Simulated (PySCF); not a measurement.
Structure with atom numbers: `[CH3:1]/[CH:2]=[C:3](/[CH3:4])[C@H:5]([O:6][CH3:7])[O:8][CH:9]=[O:10]`. Hydrogens are named by the atom that carries them.

PySCF 2.14 calculation with GIAO PBE0/pcSseg-1 shieldings and geometry: GFN2-xTB; non-relativistic, no solvent model, single conformer, fast rotation and ring inversion assumed for equivalent nuclei.

Question: List the cross peaks expected in HSQC, COSY and HMBC spectra.

Answer: 

HSQC (one-bond C–H):
```tsv
δH	δC
8.19 (H(C9))	165.4 (C9)
7.04 (H(C5))	98.9 (C5)
5.73 (H(C2))	132.8 (C2)
3.66 (H(C7))	58.4 (C7)
2.04 (H(C1))	15.3 (C1)
1.94 (H(C4))	20.3 (C4)
```

COSY cross peaks (H two or three bonds apart, from the bond graph; peaks can be absent where the dihedral angle is near 90°):
```tsv
δH	δH
5.73 (H(C2))	2.04 (H(C1))
```

HMBC (two and three bonds, from the bond graph):
```tsv
δH	δC
8.19 (H(C9))	98.9 (C5)
7.04 (H(C5))	165.4 (C9), 142.5 (C3), 132.8 (C2), 58.4 (C7), 20.3 (C4)
5.73 (H(C2))	142.5 (C3), 98.9 (C5), 20.3 (C4), 15.3 (C1)
3.66 (H(C7))	98.9 (C5)
2.04 (H(C1))	142.5 (C3), 132.8 (C2)
1.94 (H(C4))	142.5 (C3), 132.8 (C2), 98.9 (C5)
```

Chemical shifts δ = σref − σ; TMS for $^{1}$H (σ = 31.72 ppm), $^{13}$C (σ = 186.93 ppm), all at this level.

Short H···H contacts in this conformer between protons four or more bonds apart (candidates for NOE cross peaks, intensity ∝ r⁻⁶): H(C1)···H(C5) 2.15 Å, H(C5)···H(C7) 2.31 Å, H(C2)···H(C4) 2.33 Å.

Shifts are as computed. Against solution values, carbons near 30 ppm lie about +3 ppm off and those near 130 ppm about +5 ppm. Of 1211 compounds with measured shifts, 218 miss one by over three times the rms of a fit or turn the order of signals round; such compounds aren't used in these exercises.
